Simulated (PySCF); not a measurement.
# Correlation energy of Co³⁺ (cobalt, charge +3)

Starting occupation: [Ar] 3d5 4s1, 3d5/2 with m_j = -3/2, -1/2, +1/2, +3/2, +5/2, 4s1/2 with m_j = +1/2. Computed with PySCF 2.14 in x2c-TZVPall-2c with one added diffuse shell each of s, p, d type (7s8p5d1f, 63 functions), with X2C-1e with screened-nucleus spin-orbit coupling, Gaussian nucleus. Frozen: [Ne]; 14 electrons correlated.

MP2 pair energies summed by pair of shells (mhartree):

```json
{"pair": "3d-3p", "energy": "-130.53", "share (%)": "41.4"}
{"pair": "3p-3p", "energy": "-67.58", "share (%)": "21.5"}
{"pair": "3d-3d", "energy": "-47.51", "share (%)": "15.1"}
{"pair": "3p-3s", "energy": "-23.00", "share (%)": "7.3"}
{"pair": "3d-3s", "energy": "-17.35", "share (%)": "5.5"}
{"pair": "3p-4s", "energy": "-14.06", "share (%)": "4.5"}
{"pair": "3d-4s", "energy": "-11.16", "share (%)": "3.5"}
{"pair": "3s-3s", "energy": "-2.74", "share (%)": "0.9"}
{"pair": "3s-4s", "energy": "-1.07", "share (%)": "0.3"}
```

Total MP2 correlation energy: -315.02 mhartree.

The GHF reference relaxed away from the jj start to a determinant that is no pure jj level (⟨S²⟩ = 12.00, ⟨J²⟩ = 12.00); the energies belong to that determinant.

This basis was not built for core-valence correlation, so the inner-shell part is incomplete.
